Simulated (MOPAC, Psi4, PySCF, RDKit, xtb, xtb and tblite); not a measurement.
Two geometries of SMILES N[SiH2]O[SiH3] (H7NOSi2), relaxed at GFN2-xTB with one dihedral held; other torsions can differ between them too.

Structure A

```
11

N      1.9653     0.0756     0.0677
Si     0.6084     1.0411    -0.3527
O      1.1208     2.3549    -1.1516
Si     2.0765     3.5551    -1.6501
H      1.9487    -0.4946     0.8946
H      2.5480    -0.3346    -0.6427
H      0.0192     1.4756     0.9092
H     -0.3390     0.4324    -1.2882
H      2.8379     4.0727    -0.5139
H      2.9703     3.0087    -2.6729
H      1.1615     4.5544    -2.1982
```

Structure B

```
11

N      2.1274    -0.0409     0.1194
Si     0.7770     0.9295    -0.3253
O      0.2204     1.6294     1.0253
Si     0.2200     2.3392     2.4739
H      2.0535    -0.6270     0.9360
H      2.6406    -0.5196    -0.6017
H     -0.4030     0.2299    -0.8408
H      1.2910     1.9587    -1.2230
H     -0.1259     1.3014     3.4470
H      1.5432     2.8964     2.7503
H     -0.8043     3.3781     2.3889
```

**Question.** Which is lower in energy at the level Psi4 with DF-MP2 (frozen core)/cc-pVTZ // GFN2-xTB, and by how much?

**Answer.** A is lower, by 1.00 kcal/mol (dihedral H5–N1–Si2–O3: 150° in A, 45° in B).

E(B) − E(A) in kcal/mol at the other levels, on the same two geometries: GFN2-xTB (xtb and tblite) -0.48; MMFF94 // GFN2-xTB (RDKit) -1.20; PBE/def2-TZVP // GFN2-xTB (Psi4) 1.16; PBE-D3(BJ)/def2-TZVP // GFN2-xTB (Psi4) 1.12; HF/cc-pVTZ // GFN2-xTB (Psi4) 0.97; UFF // GFN2-xTB (RDKit) -2.32; AM1, restricted, heats of formation // GFN2-xTB (MOPAC) 2.49; PM3, restricted, heats of formation // GFN2-xTB (MOPAC) 0.29; GFN1-xTB // GFN2-xTB (xtb) 0.35; restricted B3LYP/6-31G*, spherical d // GFN2-xTB (PySCF) 1.25.
